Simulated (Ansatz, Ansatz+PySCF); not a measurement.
```xyz
8

Mg   -0.9807   -0.9527   -0.9187
O    -1.0518   -1.0010    0.9858
O    -1.0572    0.9934   -1.0387
Mg   -0.9181    0.9829    0.9312
O     1.0007   -1.0637   -1.0061
Mg    0.9122   -0.9412    0.9802
Mg    0.9263    0.9569   -0.8923
O     1.0366    1.0452    0.9802
```

RHF on singlet Mg4O4 was run in several spherical basis sets with Ansatz (development build ahead of 0.2.0).

Question: Rank the basis sets by the total energy that they give, lowest first, with the distance from the lowest.
A. cc-pVDZ
B. def2-SVP
C. 6-31G
D. 6-31G(d)

Answer: A (0.00 eV), D (2.11 eV), C (4.16 eV), B (15.08 eV).

Totals follow the description of the cores as much as that of the bonds, so this order isn't one of quality for chemistry.
